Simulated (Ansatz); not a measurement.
Geometry optimisation, Ansatz, RHF/def2-SVP.

Input file:

```yaml
crystal:
  periodic: [false, false, false]
  atoms:
    - { symbol: Ga, position_ang: [0.261673, 0.580483, -0.039966] }
    - { symbol: H, position_ang: [-0.348943, 0.215752, 1.365719] }
    - { symbol: H, position_ang: [1.802892, 0.85859, -0.174057] }
    - { symbol: H, position_ang: [-0.714822, 0.747834, -1.263474] }
    - { symbol: O, position_ang: [-0.166741, -2.304201, 0.57288] }
    - { symbol: Al, position_ang: [-0.859356, -3.801209, 0.155439] }
    - { symbol: H, position_ang: [-0.089026, -4.647972, -0.920059] }
    - { symbol: H, position_ang: [-2.211564, -4.252007, 0.833528] }
    - { symbol: H, position_ang: [-0.443013, -1.64867, 1.230691] }
basis:
  gaussian: { orbitals: def2-SVP }
hamiltonian:
  xc: hf
relax:
  f_tol: 0.03
  max_steps: 50
```

Launched with:

```bash
$ ansatz run input.yaml --threads 1 --pin off --max-ram 2048MiB --backend cpu --events-out ev --progress --plain --runs-dir out
```

Question: Where does it end, and by what steps?

Answer: The forces met the threshold. The force dipped under the threshold on the way, but the program's further checks kept it going. After 19 steps the energy has fallen by 0.548 eV; H7 moved furthest, 1.23 Å. Joined: Ga1–O5 (2.98 → 2.16 Å).

| step | energy less start (eV) | largest force component (eV/Å) | accepted |
| --- | --- | --- | --- |
| 0 | 0.0000 | 1.161 | yes |
| 1 | -0.0723 | 0.959 | yes |
| 2 | -0.1508 | 1.295 | yes |
| 3 | -0.2578 | 1.375 | yes |
| 4 | -0.3631 | 1.445 | yes |
| 5 | -0.4312 | 1.210 | yes |
| 6 | -0.4700 | 0.839 | yes |
| 7 | -0.5115 | 0.490 | yes |
| 8 | -0.5260 | 0.268 | yes |
| 9 | -0.5407 | 0.216 | yes |
| 10 | -0.5417 | 0.140 | yes |
| 11 | -0.5444 | 0.021 | yes |
| 12 | -0.5448 | 0.037 | yes |
| 13 | -0.5449 | 0.090 | yes |
| 14 | -0.5454 | 0.070 | yes |
| 15 | -0.5464 | 0.013 | yes |
| 16 | -0.5470 | 0.061 | yes |
| 17 | -0.5474 | 0.041 | yes |
| 18 | -0.5477 | 0.020 | yes |
| 19 | -0.5480 | 0.027 | yes |

```xyz
9
Properties=species:S:1:pos:R:3
Ga 0.194 0.026 -0.004
H -0.222 0.903 1.255
H 1.723 -0.362 -0.181
H -0.715 0.096 -1.306
O -0.557 -1.838 0.798
Al -0.735 -3.391 0.032
H -0.161 -3.526 -1.411
H -1.447 -4.490 0.894
H -0.850 -1.670 1.683
```

The run took 47 s on 1 thread of Arm Neoverse V1 (shared host), peak memory 0.18 GiB.
